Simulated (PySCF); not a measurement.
## Field gradients at the hydrogen positions

Compound: C4H7NOSi.
Structure used (GFN2-xTB), in Å, numbered top down from 1:
```
atom  x, y, z in Å
C1    -1.5588    1.0394    0.7193
C2    -1.1079   -0.3914    0.7731
O3    -1.3097   -1.1063    1.7286
Si4   -0.1193   -1.0792   -0.7357
C5     1.7152   -0.5651   -0.4488
C6     1.8274    0.8544   -0.3507
N7     1.8702    1.9955   -0.2689
H8    -2.1001    1.3131    1.6224
H9    -0.6848    1.6798    0.6027
H10   -2.1917    1.1849   -0.1539
H11   -0.5984   -0.4658   -1.9760
H12   -0.1722   -2.5376   -0.7362
H13    2.3385   -0.9130   -1.2734
H14    2.0909   -1.0093    0.4753
```

Level: PBE0/pcSseg-1 (PySCF, non-relativistic); Q(2H) = 0.00286 b; rigid geometry, the same for H and D, with no vibrational averaging.

Question: Rank these positions by the coupling χzz of a deuteron there, largest first.
A. H11 (Si–H hydrogen)
B. H8 (methyl hydrogen)
C. H14 (methylene hydrogen)

Answer: B (209 kHz), C (205 kHz), A (107 kHz).

Q: What are Vzz, η and χzz (234.96 MHz × Q × Vzz) at all hydrogens?

A: 
| atom | bonded to | bond length (Å) | Vzz (au) | η | χzz (kHz) |
| --- | --- | --- | --- | --- | --- |
| H8 | C1 | 1.088 | 0.3117 | 0.01 | 209 |
| H9 | C1 | 1.090 | 0.3009 | 0.04 | 202 |
| H10 | C1 | 1.088 | 0.3126 | 0.04 | 210 |
| H11 | Si4 | 1.464 | 0.1593 | 0.01 | 107 |
| H12 | Si4 | 1.459 | 0.1633 | 0.02 | 110 |
| H13 | C5 | 1.091 | 0.3083 | 0.04 | 207 |
| H14 | C5 | 1.092 | 0.3044 | 0.05 | 205 |

Q: Average by the element that carries the hydrogen.

A: on C: 207 kHz over 5 positions, mean bond length 1.090 Å; on Si: 108 kHz over 2 positions, mean bond length 1.462 Å.

Q: A static deuteron (I = 1) shows a doublet split by (3/2)χ, (3/4)χ(1 + η) and (3/4)χ(1 − η) with the field along z, y and x of the gradient. What are these for H13?

A: With |χ| = 207.2 kHz and η = 0.045: 311, 162 and 148 kHz, to first order and without motion.

Isolated species at its GFN2-xTB geometry (one conformer only). GFN2-xTB bond lengths can be off by several hundredths of an ångström, more for odd bonds, and the gradients follow them. The small basis limits the accuracy of the gradients.
